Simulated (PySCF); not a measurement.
Correlation energy of Ni²⁺ (nickel, charge +2)

[Ar] 3d7 4s1, high-spin 5F determinant (an excited configuration). All numbers are calculated (PySCF 2.14, the spin-free X2C one-electron Hamiltonian (Gaussian nucleus), in x2c-TZVPPall with one added diffuse shell each of s, p, d, f type (7s6p5d3f1g, 80 functions)). Frozen: [Ne]; 16 electrons correlated.

| level | correlation energy (mhartree) |
| --- | --- |
| CCSD | -503.43 |
| (T) | -7.76 |
| CCSD(T) | -511.19 |

Diagnostics: T1 = 0.0071, D1 = 0.0196, largest double amplitude 0.014.

Task: Is a single reference adequate?

Result: Yes: T1 lies below 0.03 and no double amplitude reaches 0.07.

This basis was not built for core-valence correlation, so the inner-shell part is incomplete.
